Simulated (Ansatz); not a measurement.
Species: Si2NH6 (charge 0, doublet). SMILES: [SiH2][SiH2]N
Geometry from a B3LYP-D3(BJ)/def2-TZVP (Ansatz, a quantum-chemistry and plane-wave program) optimisation:
```
Si
N 1 1.7247
H 2 1.0075 1 120.71
H 2 1.0079 3 111.26 1 -149.88
H 1 1.4825 2 107.14 3 172.68
H 1 1.4938 5 106.29 2 -124.24
Si 1 2.3397 5 111.03 6 -118.55
H 7 1.4875 1 114.64 5 85.55
H 7 1.4883 8 108.86 1 -127.35
```
Charge 0, spin multiplicity 2.

Wanted: atomisation energy, in kcal/mol. Terms: 6-31G* and kin with 6d, 5d where marked; atomisation electronic, to ground-state atoms; open shells spin-unrestricted; 6-311+G** with 5d, 6d on Na to Ar in Ansatz; LANL2DZ with its own core potentials from Na on; non-relativistic; frozen cores in correlated levels; dispersion terms only where a functional's name holds one; no spin-orbit coupling. CBS marks a two-point X^-3 extrapolation of the correlation energy; Hartree-Fock from the larger set. Ab initio and DFT rows: single points at B3LYP-D3(BJ) geometries (Ansatz).

Coupled cluster (Ansatz) is a level with limits of its own, used here on species with T1 under 0.025 (0.045 for open shells) and stable references: CCSD(T)/CBS(aug-cc-pV(T+d)Z,aug-cc-pV(Q+d)Z).

Value to compare with, CCSD(T)/CBS(aug-cc-pV(T+d)Z,aug-cc-pV(Q+d)Z) (Ansatz): 635.6 kcal/mol.

```csv
level,program,atomisation energy (kcal/mol),difference
HF/3-21G,Ansatz,392.3,-243.3
PBE/LANL2DZ,Ansatz,608.1,-27.5
PBE/6-311+G**,Ansatz,622.5,-13.1
B3LYP/LANL2DZ,Ansatz,601.5,-34.1
B3LYP/6-31G,Ansatz,575.1,-60.5
B3LYP/6-31+G*,Ansatz,618.6,-17.0
B3LYP/cc-pVDZ,Ansatz,609.3,-26.3
MP2/3-21G,Ansatz,485.5,-150.1
MP2/6-311+G**,Ansatz,585.3,-50.3
B3LYP/def2-TZVPD,Ansatz,630.2,-5.4
```

Among the 9 habitual levels, HF/3-21G lies farthest from CCSD(T)/CBS(aug-cc-pV(T+d)Z,aug-cc-pV(Q+d)Z) (Ansatz) (-243.3 kcal/mol) and PBE/6-311+G** nearest (-13.1); 0 of 9 lie above it, and their mean absolute difference is 69.1 kcal/mol, the median 34.1. One case shows no general order.

The levels are drawn from those run, B3LYP/6-31G* more often than the rest, none by its result; left out are runs that failed, that the program found above a lower state of the same kind, or whose <S^2> lies over 0.5 above the pure value.
